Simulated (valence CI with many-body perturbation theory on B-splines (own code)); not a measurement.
**Valence orbitals of Re52+**

Level of theory: configuration interaction combined with many-body perturbation theory (CI+MBPT): five valence electrons over a frozen Dirac-Fock core [Ar], radial functions for each j: 7 s, 7 p, 8 d, 6 f, 4 g, 1 h, with the one-electron correlation potential Σ1, the two-electron term Σ2, the three-electron term Σ3, Breit, model QED; selected CI, second order for the rest, scaled by the run's own slope (own B-spline code, finite nucleus).

The last digits are not significant, and no measured levels were compared; by estimate large intervals hold to a few tenths of a per cent, small ones and those within an open d or f shell to about a per cent. Excitations out of the core, of the other parity, are not computed and may begin above about 253 eV (a cautious bound); beyond it only levels of the ground parity were kept, without lifetimes. Only levels of the ground parity were solved; by the run's estimate the other parity begins above the list, which can be wrong where configurations are misplaced.

These are the spectroscopic orbitals of the CI (the correlating ones are not listed), shaped by the core and the other valence electrons. h is the expectation value of the core's Dirac-Fock operator, without the valence repulsion; Σ1 is computed up to l = 3 at one energy for each symmetry, that of its lowest orbital but kept below the first core excitation, so for empty shells it is not the orbital's own correlation shift; Breit and QED include the response of the core.

| Orbital | h (hartree) | Σ1 (cm⁻¹) | Breit (cm⁻¹) | QED (cm⁻¹) | ⟨r⟩ (bohr) |
| --- | --- | --- | --- | --- | --- |
| 4s1/2 | -122.07 | -8172 | 16140 | 12503 | 0.3659 |
| 5s1/2 | -75.069 | -3156 | 7827 | 6199 | 0.5948 |
| 6s1/2 | -50.815 | -1588 | 4289 | 3470 | 0.8817 |
| 4p1/2 | -118.85 | -10876 | 25690 | 574 | 0.3597 |
| 5p1/2 | -73.467 | -3963 | 12729 | 301 | 0.5919 |
| 6p1/2 | -49.909 | -1954 | 7054 | 173 | 0.8824 |
| 4p3/2 | -113.69 | -9923 | 14708 | 1640 | 0.3775 |
| 5p3/2 | -70.953 | -3806 | 7387 | 839 | 0.6139 |
| 6p3/2 | -48.496 | -1912 | 4532 | 478 | 0.9088 |
| 3d3/2 | -203.11 | -21781 | 33391 | -2294 | 0.1644 |
| 4d3/2 | -109.33 | -10893 | 12525 | -646 | 0.3552 |
| 5d3/2 | -68.829 | -4211 | 6106 | -292 | 0.5996 |
| 3d5/2 | -200.01 | -19478 | 17863 | -617 | 0.1682 |
| 4d5/2 | -108.15 | -10280 | 6712 | -57.3 | 0.3599 |
| 5d5/2 | -68.24 | -3924 | 3247 | -3.9 | 0.6054 |
| 4f5/2 | -104.19 | -27331 | 1993 | -481 | 0.3199 |
| 5f5/2 | -66.407 | -10772 | 879 | -227 | 0.5708 |
| 4f7/2 | -103.75 | -21259 | 130 | -229 | 0.3220 |
| 5f7/2 | -66.172 | -8378 | 126 | -98.4 | 0.5733 |
| 5g7/2 | -65.072 |  | 173 | -67.6 | 0.5125 |
| 5g9/2 | -64.96 |  | -36.1 | -4.2 | 0.5139 |

Among the shells of the start configuration 3d5, Σ1 is largest in size for 3d3/2, where it is 0.049 % of h.

Lowest root of each symmetry, sizes in configuration state functions:

```
   J  Parity  Roots  Reference  Variational  Second order  Change by selected CI (cm⁻¹)  Change by second order (cm⁻¹)
 1/2    even      4         74        17664          1875                        -22425                             -2
 3/2    even      7        127        25784        176568                        -20883                            -35
 5/2    even     10        152        27136        167205                        -20869                           -106
 7/2    even      7        137        24868        114540                        -20090                           -231
 9/2    even      5        107        25092         18931                        -20866                           -190
11/2    even      3         67        25405         10849                        -19921                            -39
13/2    even      1         35        19633          6565                        -19026                             -8
```
